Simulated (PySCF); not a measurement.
Reaction (SMILES): N#P (N-P) + H+ → [NH+]#P
B3LYP-D3(BJ)/def2-TZVP geometries, fixed; electronic energies without zero-point terms; positive where energy is released.
Largest species:
```
N
H 1 1.0147
P 1 1.4549 2 180.00
```
Charge +1, spin multiplicity 1.

Effect of the auxiliary basis of density fitting at M06-2X/def2-TZVP with PySCF, against the last row, where the proton affinity is 197.69 kcal/mol. The proton sits at the site shown, which need not be the one that binds it best.

```
setting                                fitting functions, largest species  largest shift of a total energy (mEh)  shift of the proton affinity (kcal/mol)
-------------------------------------  ----------------------------------  -------------------------------------  ---------------------------------------
density fitting: autoaux                                              450                                  0.007                                    0.001
density fitting: def2-universal-jkfit                                 223                                  0.023                                    0.005
density fitting: cc-pvtz-jkfit                                        230                                  0.094                                   -0.002
density fitting: cc-pvqz-jkfit                                        305                                  0.058                                   -0.009
density fitting: none                                                   -                                  0.000                                    0.000
```

Within 0.02 kcal/mol in the proton affinity: density fitting: autoaux; density fitting: def2-universal-jkfit; density fitting: cc-pvtz-jkfit; density fitting: cc-pvqz-jkfit. The largest shift is 0.094 mEh in a total energy and 0.009 kcal/mol in the difference.
